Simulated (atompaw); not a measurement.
**chlorine: variants of one PAW (atompaw) potential**

Base potential:

```json
{
  "Element": "Cl (Z = 17)",
  "Generator": "atompaw 4.2.0.5",
  "Type": "PAW",
  "Functional": "PBEsol",
  "Relativity": "scalar-relativistic",
  "Frozen core": "[Ne]",
  "Valence charge": "7",
  "Reference configuration": "3s2 3p4.5 (charge +0.5)",
  "Partial waves": "3s (bound): rc 1.55 bohr; 3s channel at 1.8 Ry: rc 1.15 bohr; 3p (bound): rc 1.55 bohr; 3p channel at 0.75 Ry: rc 1.55 bohr",
  "Local potential": "ultrasoft scheme with l = 2 at 1 Ry, radius 1.05 bohr",
  "Core correction": "smooth core density matched at 1.05 bohr",
  "Augmentation charge": "sinc compensation charge, radius 1.50 bohr; PAW radius 1.55 bohr; waves and projectors: custom polynom2 7 10 vanderbiltortho"
}
```

All-electron outer shells of the reference configuration (PBEsol, scalar-relativistic, ld1.x):

```json
{"shell": "3s", "level (eV)": "-26.11", "outermost node (bohr)": "0.55", "outermost maximum (bohr)": "1.27"}
{"shell": "3p", "level (eV)": "-13.77", "outermost node (bohr)": "0.53", "outermost maximum (bohr)": "1.41"}
```

Cutoffs, loose and tight: the cutoffs (Ry, on a coarse ladder) from which the occupation-weighted sum of valence levels, in a spherical-Bessel basis at the reference potential, stays within 10 and 1 mRy of its value at 400 Ry. They see the waves, projectors and local potential, not the compensation charge or the core. A dash means not determined.

A true bound ghost makes a file unfit for plane-wave use even where its test errors are small: the radial tests pick states by their node count and pass the ghost by.

| change | outcome | cutoff, loose | cutoff, tight | bound ghosts |
| --- | --- | --- | --- | --- |
| base | generated | 18 Ry | 21 Ry | none |
| augmentation sinc compensation charge, radius 1.50 bohr; PAW radius 1.55 bohr; waves and projectors: custom polynom vanderbiltortho | generated | 18 Ry | 30 Ry | none |
| reference 3s2 3p4 | generated | 18 Ry | 21 Ry | none |
| wave 3s (bound): rc 1.55 bohr becomes 3s (bound): rc 0.92 bohr | failed: atompaw: The overlap operator has at least one negative eigenvalue! | – | – | – |
| core correction smooth core density matched at 0.76 bohr | generated | 18 Ry | 21 Ry | none |
| local potential ultrasoft scheme with l = 2 at 1 Ry, radius 0.64 bohr | generated | 18 Ry | 21 Ry | s |
| functional LDA (PW92) | generated | 18 Ry | 21 Ry | none |
| local potential troulliermartins scheme with l = 2 at 1 Ry, radius 1.05 bohr | generated | 18 Ry | 21 Ry | none |
| wave 3s channel at 1.8 Ry: rc 1.15 bohr becomes 3s channel at 1.61 Ry: rc 1.15 bohr | generated | 18 Ry | 21 Ry | none |

Q: What comes out with this change to the base: wave 3s (bound): rc 1.55 bohr becomes 3s (bound): rc 1.26 bohr?

A: outcome: generated; cutoff, loose: 21 Ry; cutoff, tight: 30 Ry; bound ghosts: none.
